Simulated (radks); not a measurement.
The numbers below are computed, except where a source is named.
Coulomb parameter of the 4d shell of the molybdenum ion Mo2+ in the model configuration [Kr] 4d3 5s1, as a second difference U = [E(n + 0.25) + E(n - 0.25) - 2 E(n)] / (0.25)^2 with all orbitals relaxed. "Bare": the charge of the atom changes with n. "Screened": the 5s shell takes up the change at fixed total charge, which measures U(4d,4d) + U(5s,5s) - 2 U(4d,5s). Level of theory: scalar-relativistic Kohn-Sham, PBE, spin-unpolarised, spherical densities, finite nucleus; Fermi nuclear charge, rms radius 4.4091 fm (a radial shooting solver on a logarithmic mesh with Libxc functionals).

case,configuration,E - E(n) (eV)
start,[Kr] 4d3 5s1,0.000
bare +0.25,[Kr] 4d3.25 5s1,-5.577
bare -0.25,[Kr] 4d2.75 5s1,6.315
screened +0.25,[Kr] 4d3.25 5s0.75,-1.097
screened -0.25,[Kr] 4d2.75 5s1.25,1.192

U(bare) = 11.807 eV, U(screened by 5s) = 1.515 eV, against the Slater integral F0(4d,4d) = 14.879 eV with frozen orbitals.
